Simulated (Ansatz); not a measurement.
Consider the formal loss of a carbene: `BCC[SiH2]C` → `BCC[SiH3]` + `[CH2]` (triplet).

Calculated with Ansatz (gas phase, PBE0-D4/def2-TZVP geometries, no zero-point term in ΔE). CCSD(T)/CBS adds triple-zeta CCSD(T) − MP2 to the extrapolated MP2 energy (def2 sets, frozen cores). This one scheme is used for every species. DFT in def2-TZVPP. B3LYP here is the variant with VWN-RPA as its local correlation; programs differ in this. Triplets are unrestricted, without spin–orbit coupling. One conformer a species, not always the lowest.

`BCC[SiH2]C`:

```xyz
16

B     2.108    0.037    1.828
C     1.121    0.284    0.656
C    -0.371    0.032    0.891
Si   -1.459    0.407   -0.592
C    -1.011   -0.658   -2.067
H     1.740   -0.362    2.898
H     3.278    0.245    1.666
H     1.299    1.314    0.304
H     1.498   -0.314   -0.190
H    -0.532   -1.010    1.190
H    -0.722    0.635    1.736
H    -1.297    1.845   -0.958
H    -2.891    0.188   -0.237
H    -1.126   -1.719   -1.830
H    -1.657   -0.433   -2.919
H     0.022   -0.490   -2.378
```

`BCC[SiH3]`:

Cartesian coordinates in Å:
```
B 0.131 1.908 -0.914
C 0.494 0.408 -0.864
C -0.320 0.091 0.428
Si -0.165 -1.722 0.890
H 0.778 2.707 -0.298
H -0.879 2.268 -1.450
H 1.547 0.177 -0.696
H 0.119 -0.201 -1.689
H 0.029 0.693 1.276
H -1.384 0.322 0.295
H 1.265 -2.054 1.125
H -0.674 -2.564 -0.226
H -0.942 -2.032 2.122
```

`[CH2]` (triplet):

```xyz
3

C     0.248   -0.110   -0.051
H    -0.390   -0.107   -0.921
H     0.143    0.218    0.972
```

```csv
level,ΔE (eV),difference from CCSD(T)/CBS
PBE-D4,4.99,0.06
r2SCAN-D4,4.71,-0.22
PBE0-D4,4.92,-0.01
B3LYP-D4,4.87,-0.06
ωB97X-V,5.06,0.13
ωB97M-V,4.99,0.06
B2PLYP,4.83,-0.10
PBE,4.92,-0.01
r2SCAN,4.69,-0.24
PBE0,4.86,-0.07
B3LYP,4.76,-0.17
HF/def2-TZVPP,3.43,-1.50
MP2/def2-TZVPP,4.93,0.00
SCS-MP2/def2-TZVPP,4.93,0.00
CCSD/def2-TZVPP,4.70,-0.23
CCSD(T)/def2-TZVPP,4.80,-0.13
HF/def2-QZVPP,3.43,-1.50
MP2/def2-QZVPP,5.01,0.08
SCS-MP2/def2-QZVPP,5.02,0.09
HF/CBS(def2),3.43,-1.50
MP2/CBS(def2),5.06,0.13
CCSD/CBS(def2),4.83,-0.10
CCSD(T)/CBS,4.93,0
```

Largest T1 diagnostic among the species: 0.011.

The D4 term adds +0.10 eV with B3LYP and +0.06 eV with PBE0; it sums over pairs of atoms, weighted by their polarisabilities, and B3LYP, whose exchange is more repulsive, gets the larger term. From PBE to PBE0 (25 % exact exchange), in def2-TZVPP and without D4, ΔE moves by −0.06 eV. In def2-TZVPP, CCSD(T) changes the Hartree–Fock value by +1.37 eV (the triples alone add +0.10 eV) and MP2 by +1.50 eV.
